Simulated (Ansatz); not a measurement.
C4H9, doublet, at a GFN2-xTB geometry; Ansatz (a quantum-chemistry and plane-wave program) with HF/6-311G**.

Input for Ansatz:
Ansatz 0.2 input:
```yaml
crystal:
  periodic: [false, false, false]
  atoms:
    - {symbol: C, position_ang: [0.80227852, 1.76477179, -0.15694418]}
    - {symbol: C, position_ang: [0.52141927, 0.40038107, 0.33521225]}
    - {symbol: C, position_ang: [-0.74490807, -0.31053583, 0.05376212]}
    - {symbol: C, position_ang: [-0.53438974, -1.81153526, -0.16655504]}
    - {symbol: H, position_ang: [1.85278878, 1.87333439, -0.43366452]}
    - {symbol: H, position_ang: [-1.48498727, -2.30741758, -0.34953270]}
    - {symbol: H, position_ang: [0.60506598, 2.52119607, 0.61469385]}
    - {symbol: H, position_ang: [0.18232470, 2.00638185, -1.01869520]}
    - {symbol: H, position_ang: [-0.07242301, -2.26159652, 0.70904246]}
    - {symbol: H, position_ang: [0.11552400, -1.97990561, -1.02198077]}
    - {symbol: H, position_ang: [1.21029694, -0.04478302, 1.03354459]}
    - {symbol: H, position_ang: [-1.22945641, 0.12710158, -0.82320378]}
    - {symbol: H, position_ang: [-1.44553349, -0.19280169, 0.89694506]}
basis:
  gaussian:
    orbitals: 6-311G__.json
hamiltonian:
  xc: hf
magnetization: {spin_polarized: true, initial_magnetization: 1}
output: {forces: true}
```
The basis file holds 6-311G** in the JSON format of the Basis Set Exchange.

The log (banner, timings and long lists left out):

```
Functional definition: HF
1112 factors; their error is unknown
mean field evaluation 1: about -4260.9221 eV, gradient 2.3e1 eV
mean field evaluation 2: about -4263.7869 eV, gradient 8.4e0 eV
mean field evaluation 4: about -4264.2673 eV, gradient 6.6e-1 eV
mean field evaluation 8: about -4264.2751 eV, gradient 4.4e-2 eV
mean field -4264.27702952 eV, -156.7092904039 hartree, gradient 1.4e-5 eV, S^2 0.764227; 0 other end points of the search recorded, 0 dependent functions left out
the calculation of the forces begins
reference -4264.27702952 eV, -156.7092904039 hartree; 17, 16 occupied and 109, 110 virtual orbitals, 1112 factors
Total energy: -4264.27702952 eV, -156.7092904039 hartree
Atom 0 at     0.802279     1.764772    -0.156944 Å, force     0.205039     0.730372     0.034660 eV/Å
Atom 1 at     0.521419     0.400381     0.335212 Å, force     0.420260    -0.263743     0.070167 eV/Å
Atom 2 at    -0.744908    -0.310536     0.053762 Å, force    -0.701150    -0.364338     0.145220 eV/Å
Atom 3 at    -0.534390    -1.811535    -0.166555 Å, force    -0.097713     0.080759    -0.085756 eV/Å
Atom 4 at     1.852789     1.873334    -0.433665 Å, force    -0.168920     0.052547    -0.036706 eV/Å
Atom 5 at    -1.484987    -2.307418    -0.349533 Å, force     0.095059    -0.057613     0.015785 eV/Å
Atom 6 at     0.605066     2.521196     0.614694 Å, force     0.008407    -0.066184    -0.184376 eV/Å
Atom 7 at     0.182325     2.006382    -1.018695 Å, force     0.140873     0.046812     0.050879 eV/Å
Atom 8 at    -0.072423    -2.261597     0.709042 Å, force    -0.028390    -0.049409    -0.066974 eV/Å
Atom 9 at     0.115524    -1.979906    -1.021981 Å, force    -0.033240    -0.083255     0.055345 eV/Å
Atom 10 at     1.210297    -0.044783     1.033545 Å, force     0.017194    -0.012608     0.083486 eV/Å
Atom 11 at    -1.229456     0.127102    -0.823204 Å, force     0.038721    -0.087982     0.199529 eV/Å
Atom 12 at    -1.445533    -0.192802     0.896945 Å, force     0.103858     0.074643    -0.281259 eV/Å
Dipole moment:    -0.014011     0.019923     0.008345 e Å
```
